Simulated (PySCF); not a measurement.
## A small calculation by hand: chemical shift, span and skew from a shielding tensor

F6OSi2, SMILES F[Si](F)(F)O[Si](F)(F)F. Atoms are numbered in the order given.

```xyz
9

F     -1.4940     2.1349    -0.0448
Si     0.0007     1.5898     0.0344
F      0.7723     2.3651     1.1911
F      0.7261     1.8746    -1.3562
O      0.0000     0.0000     0.3518
Si    -0.0007    -1.5898     0.0344
F     -0.7261    -1.8746    -1.3562
F      1.4940    -2.1349    -0.0448
F     -0.7723    -2.3651     1.1911
```

The structure is a stationary point at B3LYP-D3(BJ)/def2-SVP. The values are those of a single conformer.

GIAO shieldings from PBE0/pcSseg-1 in PySCF, non-relativistic, no solvent. The symmetric part of the tensor of Si2 has the principal values 455.8, 459.5, 463.1 ppm. The same nucleus in TMS has σ = 352.7 ppm at this level (PySCF, at its B3LYP-D3(BJ)/def2-TZVP geometry).

**Question.** Work out the isotropic shielding, the ²⁹Si shift against TMS, the span and the skew.

**Answer.** 
σ(iso) = (σ11 + σ22 + σ33)/3 = 459.5 ppm. δ = σ(ref) − σ(iso) = 352.7 − (459.5) = -106.8 ppm.
Span Ω = σ33 − σ11 = 7.3 ppm. Skew κ = 3(σ(iso) − σ22)/Ω = -0.01. Tumbling in solution averages the tensor to δ; in a static solid the shielding alone would spread this spin-1/2 line over Ω.
